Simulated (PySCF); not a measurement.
F2Sb (SMILES [F][Sb][F]), doublet, at a GFN2-xTB geometry (the spin is typed, not shown lowest) (core potentials on Sb); WB97X/def2-SVP run with PySCF.

PySCF was given this input:
```python
from pyscf import gto, scf, dft

mol = gto.M(
    atom='''
Sb    0.31771594    0.14976653    0.12006733
F    -1.05374455    0.63895176   -1.26017625
F    -0.74664576   -1.48762875    0.57979471
''',
    basis='def2-svp',
    ecp={'Sb': 'def2-svp'},
    spin=1,
    verbose=4,
)

mf = dft.UKS(mol)
mf.xc = 'wb97x'
mf.kernel()
```

Output, abridged:

```
PySCF version 2.14.0

[INPUT] verbose = 4
[INPUT] num. atoms = 3
[INPUT] num. electrons = 41
[INPUT] charge = 0
[INPUT] spin (= nelec alpha-beta = 2S) = 1
[INPUT] symmetry False subgroup None
[INPUT] Mole.unit = angstrom
[INPUT] Symbol           X                Y                Z      unit          X                Y                Z       unit  Magmom
[INPUT]  1 Sb     0.317715940000   0.149766530000   0.120067330000 AA    0.600396112009   0.283017724326   0.226894370208 Bohr   0.0
[INPUT]  2 F     -1.053744550000   0.638951760000  -1.260176250000 AA   -1.991288604753   1.207443833209  -2.381387981181 Bohr   0.0
[INPUT]  3 F     -0.746645760000  -1.487628750000   0.579794710000 AA   -1.410955998468  -2.811210912529   1.095653210372 Bohr   0.0

nuclear repulsion = 124.34764169291
number of shells = 22
number of NR pGTOs = 109
number of NR cGTOs = 54
basis = def2-svp
ecp = {'Sb': 'def2-svp'}

******** <class 'pyscf.dft.uks.UKS'> ********
method = UKS
initial guess = minao
damping factor = 0
level_shift factor = 0
DIIS = <class 'pyscf.scf.diis.CDIIS'>
diis_start_cycle = 1
diis_space = 8
diis_damp = 0
SCF conv_tol = 1e-09
SCF conv_tol_grad = None
SCF max_cycles = 50
direct_scf = True
direct_scf_tol = 1e-13
number electrons alpha = 21  beta = 20
XC library pyscf.dft.libxc version 7.1.2
    S. Lehtola, C. Steigemann, M. J. T. Oliveira, and M. A. L. Marques,  SoftwareX 7, 1–5 (2018)
XC functionals = wb97x
    J.-D. Chai and M. Head-Gordon,  J. Chem. Phys. 128, 084106 (2008)
radial grids:
    Treutler-Ahlrichs [JCP 102, 346 (1995); DOI:10.1063/1.469408] (M4) radial grids

becke partition: Becke, JCP 88, 2547 (1988); DOI:10.1063/1.454033
pruning grids: <function nwchem_prune>
grids dens level: 3
symmetrized grids: False
atomic radii adjust function: <function treutler_atomic_radii_adjust>
small_rho_cutoff = 0
Set gradient conv threshold to 3.16228e-05
tot grids = 50488
init E= -414.130391402391

cycle= 1 E= -439.263125255123  delta_E= -25.1  |g|= 1.25  |ddm|= 6.61
cycle= 2 E= -439.696364719321  delta_E= -0.433  |g|= 0.567  |ddm|= 2.41
cycle= 3 E= -439.773090952018  delta_E= -0.0767  |g|= 0.205  |ddm|= 0.564
cycle= 4 E= -439.786161129456  delta_E= -0.0131  |g|= 0.0455  |ddm|= 0.139
cycle= 5 E= -439.786970724079  delta_E= -0.00081  |g|= 0.00367  |ddm|= 0.041
cycle= 6 E= -439.786996565324  delta_E= -2.58e-05  |g|= 0.00105  |ddm|= 0.011
cycle= 7 E= -439.786998568927  delta_E= -2e-06  |g|= 0.000364  |ddm|= 0.00223
cycle= 8 E= -439.786998920976  delta_E= -3.52e-07  |g|= 7.86e-05  |ddm|= 0.00116
cycle= 9 E= -439.786998935554  delta_E= -1.46e-08  |g|= 2.82e-05  |ddm|= 0.000242
cycle= 10 E= -439.786998936437  delta_E= -8.83e-10  |g|= 2.25e-05  |ddm|= 5.33e-05
Extra cycle  E= -439.786998936535  delta_E= -9.78e-11  |g|= 2.77e-05  |ddm|= 3.3e-05
converged SCF energy = -439.786998936535  <S^2> = 0.75282345  2S+1 = 2.0028215
```
